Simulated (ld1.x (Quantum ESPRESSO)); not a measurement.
# Transferability test, TM semilocal potential for neodymium (Nd)

ld1.x (Quantum ESPRESSO) 7.5 input, shortened:

```
&input
   title='Nd', zed=60., rel=1, dft='PBE', iswitch=3,
   config='[Xe] 4f4 5d0 6s0 6p0'
 /
 &inputp
   pseudotype=1, tm=.true., lloc=0,
   nlcc=.false.
 /
4
5P  2  1   6.00   0.00  2.74  2.74  0.0
5D  3  2   0.00   0.00  2.40  2.40  0.0
4F  4  3   4.00   0.00  1.35  1.35  0.0
5S  1  0   2.00   0.00  1.85  1.85  0.0
 &test
   configts(1)='4f4 5s2 5p6 5d0 6s0 6p0'
 /
```

Energies are relative to the spin-unpolarised reference configuration 4f4 5s2 5p6 5d0 6s0 6p0; without spin polarisation the order of configurations can differ from experiment. Not all tests gave a result: 1 of 7 tests not solved or not reliable. Left out of the table: 4f4 5s2 5p6 5d0 6s0 6p2 (solver errors, printed error -10.5 eV).

Task: Give the all-electron excitation energy and the error of the potential for: 4f4 5s2 5p6 5d0 6s2 6p0; 4f4 5s2 5p6 5d0 6s1 6p0; 4f3 5s2 5p6 5d0 6s0 6p0; 4f3 5s2 5p6 5d1 6s2 6p0; 4f4 5s2 5p6 5d1 6s1 6p0; 4f5 5s2 5p6 5d0 6s0 6p0.

Result:

```
  valence configuration  charge  ΔE all-electron (eV)  error AE − PS (meV)
4f4 5s2 5p6 5d0 6s2 6p0       0               -16.585                 +274
4f4 5s2 5p6 5d0 6s1 6p0      +1               -10.787                 +193
4f3 5s2 5p6 5d0 6s0 6p0      +3                22.449                 +215
4f3 5s2 5p6 5d1 6s2 6p0       0               -14.748                 +524
4f4 5s2 5p6 5d1 6s1 6p0       0               -14.878                 +119
4f5 5s2 5p6 5d0 6s0 6p0      +1                -8.225                  +18
```

Levels in the configuration 4f4 5s2 5p6 5d1 6s1 6p0:

```
level  all-electron (eV)  pseudo (eV)
   4f             -0.683       -0.633
   5s            -39.286      -39.222
   5p            -20.989      -20.928
   5d             -1.282       -1.231
   6s             -3.091       -3.177
```
